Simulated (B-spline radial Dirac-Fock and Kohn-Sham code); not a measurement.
**How the levels of gold move as electrons are removed**

Model: ΔSCF Dirac-Fock with Breit, self-energy and vacuum polarisation, finite nucleus, configuration average. Program: a radial finite-basis atomic code. Each ion is free and in its tabulated ground configuration. The model has no electron correlation.

Reference: Au⁵⁰⁺, [Ar] 3d10 4s1, with 1s 83508.8 eV, 2s 17086.4 eV, 2p3/2 14648.6 eV, 3p1/2 5738.5 eV, 3p3/2 5311.6 eV, Kα1 (K-L3) 68860.2 eV, Kβ1 (K-M3) 78197.2 eV. Shifts from it, in eV (a dash: the subshell is empty, belongs to an open shell averaged over j, or its hole state is left out as unreliable):

```tsv
ion	configuration	1s	2s	2p3/2	3p1/2	3p3/2	Kα1	Kβ1
Au⁵¹⁺	[Ar] 3d10	+102.4	+91.8	+92.3	+82.2	+81.1	+10.14	+21.34
Au⁵²⁺	[Ar] 3d9	+281.2	+264.4	+265.2	+214.5	+208.5	+15.99	+72.74
Au⁵³⁺	[Ar] 3d8	+462.5	+439.0	+440.3	+348.1	+337.2	+22.16	+125.31
Au⁵⁴⁺	[Ar] 3d7	+646.1	+615.8	+617.5	+483.0	+467.1	+28.63	+179.05
```

Over this range K (1s) moves by +646.1 eV and Kα1 by +28.6 eV: a line is a difference of two levels that shift in the same direction.

Values without a named source are computed, but for edge energies of neutral atoms, which are taken from tables.
